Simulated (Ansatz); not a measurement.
Consider the ligand exchange at the Si–F bond: `F[SiH2]C[SiH3]` + H₂Se → `[SiH3]C[SiH2][SeH]` + H–F.

Calculated with Ansatz (gas phase, PBE0-D4/def2-TZVP geometries, no zero-point term in ΔE). CCSD(T)/CBS is the MP2 limit (def2-TZVPP, def2-QZVPP) plus CCSD(T) − MP2 in def2-TZVPP, frozen cores. This one scheme is used for every species. DFT in def2-TZVPP. B3LYP here is the variant with VWN-RPA as its local correlation; programs differ in this. For Se outer-core shells are correlated without core-valence functions, which leaves a few kJ/mol of doubt a bond. Scalar relativity is left out up to krypton. Each species was taken in one conformer, which may not be the lowest.

```tsv
level	ΔE (kJ/mol)	difference from CCSD(T)/CBS
PBE-D4	59.4	-7.5
r2SCAN-D4	74.3	7.4
PBE0-D4	60.2	-6.7
B3LYP-D4	75.4	8.5
ωB97X-V	76.5	9.6
B2PLYP	81.8	14.9
CCSD(T)/def2-TZVPP	72.0	5.1
MP2/def2-QZVPP	63.4	-3.5
HF/CBS(def2)	102.3	35.4
CCSD/CBS(def2)	71.5	4.6
CCSD(T)/CBS	66.9	0
```

Largest T1 diagnostic among the species: 0.011.

In def2-TZVPP, CCSD(T) changes the Hartree–Fock value by −27.5 kJ/mol (the triples alone add −4.5 kJ/mol) and MP2 by −34.0 kJ/mol. The D4 term adds −12.6 kJ/mol with B3LYP and −7.0 kJ/mol with PBE0; it sums over pairs of atoms, weighted by their polarisabilities, and B3LYP, whose exchange is more repulsive, gets the larger term.
